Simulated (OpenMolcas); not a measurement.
## 4s2 4p along the 31-electron sequence

| Quantity | Value |
| --- | --- |
| Program | OpenMolcas 26.06 |
| Method | CASSCF |
| Basis | ANO-RCC-VTZP |
| Scalar Hamiltonian | DKH2, point nucleus |
| Spin-orbit coupling | RASSI with atomic mean-field integrals over the reference wave functions, term energies averaged over their components |

Active space for each ion: 3 electrons in 8 orbitals (4s 4p 5s 5p).

Computed levels in cm-1 above 2P* 1/2:

```tsv
Level	As2+	Se3+	Br4+	Kr5+
2P* 3/2	2626	3924	5457	7292
weight of 2P* in the lowest level (%)	100	100	100	100
```

Measured, with the error of the calculation in %. Measured levels: As2+, Se3+, Br4+ from Moore, Atomic Energy Levels, vol. II, NSRDS-NBS 35 (1971 reprint of NBS Circular 467, 1952); Kr5+ from Saloman, J. Phys. Chem. Ref. Data 36, 215 (2007).

| Level | As2+ | Se3+ | Br4+ | Kr5+ |
| --- | --- | --- | --- | --- |
| 2P* 3/2 | 2940 (-10.7) | 4376 (-10.3) | 6090 (-10.4) | 8110 (-10.1) |

The fine-structure level 2P* 3/2 changes by a factor of 2.78 from As2+ to Kr5+. Its fourth root runs 7.16, 7.91, 8.59, 9.24, with steps per unit of Z of 0.76, 0.68, 0.65; equal steps would mean a (Z - σ)^4 law with constant σ.

The run also gave levels led by 4s2 5p, which use shells meant for correlation; these and all levels above them are left out (holds for As2+; Se3+). Active for correlation alone: 5p 5s; no level in the range computed is led by a configuration that fills them, so any true level of that kind is missing (holds for Br4+; Kr5+). Computed and measured levels are paired by configuration, term and J; levels that our copy of the source lacks, or whose pairing is in doubt (as where it misses far off the trend of its configuration), stay unpaired and out of the deviations. Levels of configurations outside the active space are missing.

* marks odd parity.
